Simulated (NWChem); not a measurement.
System: GaI$_{2}$, doublet; SMILES [I][Ga][I]

Here is an NWChem input.

```
start job
memory heap 200 mb stack 900 mb global 1100 mb
geometry units angstroms noautoz
  Ga     0.000000     0.000000     0.965008
  I     -2.214714     0.000000    -0.268510
  I      2.214714     0.000000    -0.268510
end
basis spherical
  * library def2-svp
end
ecp
  I library def2-ecp
end
dft
  odft
  mult 2
  xc xpbe96 cpbe96
  iterations 150
  mulliken
end
task dft energy
```

Parts of the log:

```
             Northwest Computational Chemistry Package (NWChem) 7.3.0
             --------------------------------------------------------

 C2V symmetry detected

                             Geometry "geometry" -> ""
                             -------------------------

 Output coordinates in angstroms (scale by  1.889725989 to convert to a.u.)

  No.       Tag          Charge          X              Y              Z
 ---- ---------------- ---------- -------------- -------------- --------------
    1 Ga                  31.0000     0.00000000     0.00000000     0.95440079
    2 I                   53.0000    -2.21471400     0.00000000    -0.27911721
    3 I                   53.0000     2.21471400     0.00000000    -0.27911721

 Effective nuclear repulsion energy (a.u.)    1021.5184148113

      Symmetry information
      --------------------

 Group name             C2v
 Group number             16
 Group order               4
 No. of unique centers     2

 Summary of "ao basis" -> "ao basis" (spherical)
 ------------------------------------------------------------------------------
       Tag                 Description            Shells   Functions and Types
 ---------------- ------------------------------  ------  ---------------------
 Ga                         def2-svp                12       32   5s4p3d
 I                          def2-svp                10       26   4s4p2d

      Symmetry analysis of basis
      --------------------------

        a1         33
        a2         11
        b1         25
        b2         15

            General Information
            -------------------
          SCF calculation type: DFT
          Wavefunction type:  spin polarized.
          No. of atoms     :     3
          No. of electrons :    81
           Alpha electrons :    41
            Beta electrons :    40
          Charge           :     0
          Spin multiplicity:     2
          Use of symmetry is: on ; symmetry adaption is: on
          Maximum number of iterations: 150
          AO basis - number of functions:    84
                     number of shells:    32
          Convergence on energy requested:  1.00D-06
          Convergence on density requested:  1.00D-05
          Convergence on gradient requested:  5.00D-04

              XC Information
              --------------
          PerdewBurkeErnzerhof Exchange Functional  1.000
            Perdew 1991 LDA Correlation Functional  1.000 local
           PerdewBurkeErnz. Correlation Functional  1.000 non-local

             Grid Information
             ----------------
          Grid used for XC integration:  medium
          Radial quadrature: Mura-Knowles
          Angular quadrature: Lebedev.
          Tag              B.-S. Rad. Rad. Pts. Rad. Cut. Ang. Pts.
          ---              ---------- --------- --------- ---------
          Ga                  1.30      112           9.0       590
          I                   1.40      123          12.0       590
          Grid pruning is: on
          Number of quadrature shells:   235
          Spatial weights used:  Erf1

      Superposition of Atomic Density Guess
      -------------------------------------

 Sum of atomic energies:       -2617.23010081

      Non-variational initial energy
      ------------------------------

 Total energy =   -2516.580635
 1-e energy   =   -4515.252975
 2-e energy   =    1600.452002
 HOMO         =      -0.166422
 LUMO         =       0.013220

   Symmetry analysis of molecular orbitals - initial alpha
   -------------------------------------------------------

  Numbering of irreducible representations:

     1 a1          2 a2          3 b1          4 b2

  Orbital symmetries:

     1 a1          2 a1          3 b1          4 a1          5 b2
     6 a1          7 b1          8 a1          9 a1         10 b1
    11 a1         12 b2         13 a2         14 b1         15 b1
    16 a1         17 b2         18 a1         19 b1         20 a1
    21 b2         22 a2         23 b1         24 a1         25 b2
    26 a2         27 b1         28 a1         29 b1         30 a2
    31 a1         32 b2         33 a1         34 b1         35 a1
    36 b1         37 a1         38 b2         39 a2         40 b1
    41 a1         42 b2         43 a1         44 b1         45 a1
    46 b1         47 a1         48 b2         49 a2         50 a1
    51 b1

   Symmetry analysis of molecular orbitals - initial beta
   ------------------------------------------------------

  Numbering of irreducible representations:

     1 a1          2 a2          3 b1          4 b2

  Orbital symmetries:

     1 a1          2 a1          3 b1          4 a1          5 b2
     6 a1          7 b1          8 a1          9 a1         10 b1
    11 a1         12 b2         13 a2         14 b1         15 b1
    16 a1         17 b2         18 a1         19 b1         20 a1
    21 b2         22 a2         23 b1         24 a1         25 b2
    26 a2         27 b1         28 a1         29 b1         30 a2
    31 a1         32 b2         33 a1         34 b1         35 a1
    36 b1         37 a1         38 b2         39 a2         40 b1
    41 a1         42 b2         43 a1         44 b1         45 a1
    46 b1         47 a1         48 b2         49 a2         50 a1
    51 b1

     ---------------------------------------------
      Total Density - Mulliken Population Analysis
     ---------------------------------------------

    Atom       Charge   Shell Charges
 -----------   ------   -------------------------------------------------------
    1 Ga  31    30.15   2.00  2.00  2.00  1.11  0.39  6.00  5.98  0.35  0.27  8.10  1.82  0.14
    2 I   25    25.42   1.83  0.22  1.24  0.67  2.92  3.13  2.66  2.74  9.82  0.19
    3 I   25    25.42   1.83  0.22  1.24  0.67  2.92  3.13  2.66  2.74  9.82  0.19

     --------------------------------------------
      Spin Density - Mulliken Population Analysis
     --------------------------------------------

[...]
```

Level: PBE/def2-SVP with def2 effective core potentials on I, spin-unrestricted. In the optimisation the excess spin sits in a1 (C2v, its own frame). Geometry: optimised at PBE0/def2-SVP, spin-unrestricted. The spin multiplicity was typed, not searched, and may not be the lowest. No stability test was run on the SCF state. def2 effective core potentials on I; no spin-orbit coupling.
